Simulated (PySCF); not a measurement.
Vertical excitations of a molecule C2H6N, multiplicity 2 from TDA-M06-2X/def2-SVPD (PySCF), as energy in eV (oscillator strength): 3.73 (0.007), 4.77 (0.019), 4.90 (0.002), 5.60 (0.109), 5.85 (0.011), 6.39 (0.017), 6.73 (0.002), 6.91 (0.031), 6.99 (0.025), 7.28 (0.008). The structure is a stationary point at ωB97X-D3(BJ)/def2-TZVP. Other conformers were not sampled.

**Question.** Identify the compound among the candidates.
A) CC[NH]
B) [CH2]CN
C) [CH2]NC
D) C[CH]N

**Answer.** C, [CH2]NC
